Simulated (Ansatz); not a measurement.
Basis-set series for `FCCC(F)(F)F`. Total charge 0; spin multiplicity 1. The geometry is a stationary point of PBE0-D4/def2-TZVP. It is one conformer, not always the lowest.

```json
{"functional": "PBE0-D4", "basis": "def2-SVP", "functions": "118", "energy (Eh)": "-515.21011", "HOMO (eV)": "-9.82", "LUMO (eV)": "2.03"}
{"functional": "PBE0-D4", "basis": "def2-TZVPP", "functions": "273", "energy (Eh)": "-515.82586", "HOMO (eV)": "-10.01", "LUMO (eV)": "1.34"}
{"functional": "ωB97M-V", "basis": "def2-SVP", "functions": "118", "energy (Eh)": "-515.56197", "HOMO (eV)": "-12.25", "LUMO (eV)": "3.68"}
{"functional": "ωB97M-V", "basis": "def2-TZVPP", "functions": "273", "energy (Eh)": "-516.19333", "HOMO (eV)": "-12.44", "LUMO (eV)": "2.75"}
```

Q: Give the rows for def2-QZVPP. (Estimate.)

A: Ansatz gave: 
| functional | basis | functions | energy (Eh) | HOMO (eV) | LUMO (eV) |
| --- | --- | --- | --- | --- | --- |
| PBE0-D4 | def2-QZVPP | 519 | -515.85218 | -10.06 | 0.86 |
| ωB97M-V | def2-QZVPP | 519 | -516.21837 | -12.49 | 2.01 |

Positive LUMOs are unbound and depend on the basis.
